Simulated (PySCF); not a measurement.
C2H6F2OSi, SMILES COC(F)(F)[SiH3].

Coordinates come from a B3LYP-D3(BJ)/def2-SVP optimisation. The structure was generated by enumeration, and PubChem lists no compound with its InChIKey, so it may never have been made. One conformer was computed; it need not be the lowest.

Method: PBE/def2-TZVP run with PySCF.

Isolated molecule, no solvent.

```json
{
  "total_energy": "-643.84405 hartree",
  "highest_occupied_level": "-7.29 eV",
  "lowest_empty_level": "-0.36 eV",
  "orbital_gap": "6.93 eV",
  "dipole_moment": "1.12 D",
  "quadrupole, principal values (traceless, Buckingham form, about the centre of nuclear charge)": "-4.56, -3.94, 8.50 D·Å",
  "mean_static_polarisability": "60.0 bohr³ (8.90 Å³)",
  "polarisability_principal_values": "53.9, 54.7, 71.5 bohr³"
}
```
